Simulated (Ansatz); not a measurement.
`[CH3][SnH2][AlH2]` + CH₃SH → `C[S][SnH2][CH3]` + `[AlH3]` at 298.15 K and 1 bar (cleavage of the Sn–Al bond).

Gas-phase electronic energies from Ansatz, PBE0-D4/def2-TZVP geometries. CCSD(T)/CBS adds triple-zeta CCSD(T) − MP2 to the extrapolated MP2 energy (def2 sets, frozen cores). This one scheme is used for every species. def2 core potentials past Kr. For Sn outer-core shells are correlated without core-valence functions, which leaves a few kJ/mol of doubt a bond. Each species was taken in one conformer, which may not be the lowest.

```tsv
species	CCSD(T)/CBS energy (Eh)	H − E (kJ/mol)	S (J/(mol·K))
`[CH3][SnH2][AlH2]`	-498.27916	186.7	367.8
CH₃SH	-438.22835	133.0	253.2
`C[S][SnH2][CH3]`	-692.73453	256.6	385.0
`[AlH3]`	-243.78045	58.9	207.5
```

H − E and S are ideal-gas, rigid-rotor, harmonic terms from PBE0-D4/def2-TZVP, for one conformer and one mirror image of each species. 1 Eh = 2625.50 kJ/mol, R = 8.31446 J/(mol·K).

Q: By hand: ΔE, ΔH, ΔS and ΔG.

A: ΔE = (-692.73453) + (-243.78045) − (-498.27916) − (-438.22835) = -0.00747 Eh = -19.6 kJ/mol. Δ(H − E) = 256.6 + 58.9 − 186.7 − 133.0 = -4.2, so ΔH = -23.8 kJ/mol. ΔS = 385.0 + 207.5 − 367.8 − 253.2 = -28.5 J/(mol·K). ΔG = -23.8 − 298.15 × (-28.5)/1000 = -15.3 kJ/mol.

Q: By hand: the equilibrium constant, and the temperature at which ΔG would vanish if ΔH and ΔS stayed fixed.

A: log₁₀ K = −ΔG/(RT ln 10) = 2.7. ΔG = 0 at ΔH/ΔS = 835 K.

TΔS isn't small against ΔH here. A doubt of 5 kJ/mol in ΔE shifts log₁₀ K by 0.9 here. Other conformers and mirror images would add mixing entropy, several J/(mol·K) or more a flexible species. Modes under 60 cm⁻¹, often nearly free rotors, make the harmonic entropy too high. These are equilibria of isolated gas molecules and say nothing of rates. Largest T1 diagnostic: 0.012 (customary marks: 0.02 for closed shells, 0.045 for open ones).
